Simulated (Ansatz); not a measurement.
H5MgNOSi (`[NH2][Mg][O][SiH3]`), relaxed with RKS PBE-D4/def2-SVP in the Gaussian-basis code of Ansatz from a rough embedded geometry. The force threshold is 0.03 eV/Å; the program also tests the step.

Total charge 0; spin multiplicity 1.

Start:

```xyz
9

N    -2.692   -0.743    0.210
Mg   -0.941    0.157    0.660
O     0.768    1.054    1.092
Si    1.860    0.596   -0.039
H    -2.538   -1.796    0.139
H    -2.987   -0.503   -0.783
H     1.354    0.992   -1.391
H     3.170    1.183    0.163
H     2.007   -0.939   -0.050
```

Task: How much energy does the relaxation release, and in how many steps? (Estimate.)

Result: Ansatz gave: 0.65 eV, in 13 steps, 2 of them rejected.

Task: Which bonds change most? (An estimate is asked.)

Result: The calculation gave: Mg2–O3 from 1.978 to 1.816 Å; N1–Mg2 from 2.019 to 1.893 Å; Si4–H8 from 1.450 to 1.512 Å; N1–H5 from 1.067 to 1.024 Å.

Task: Give the relaxed structure. (Estimate.)

Result: Computed: 
```xyz
9

N    -2.936   -0.802    0.250
Mg   -1.117   -0.299    0.104
O     0.628    0.184   -0.037
Si    2.216    0.605   -0.189
H    -3.305   -1.607    0.765
H    -3.736   -0.320   -0.169
H     2.478    1.316   -1.497
H     2.655    1.531    0.923
H     3.118   -0.608   -0.149
```
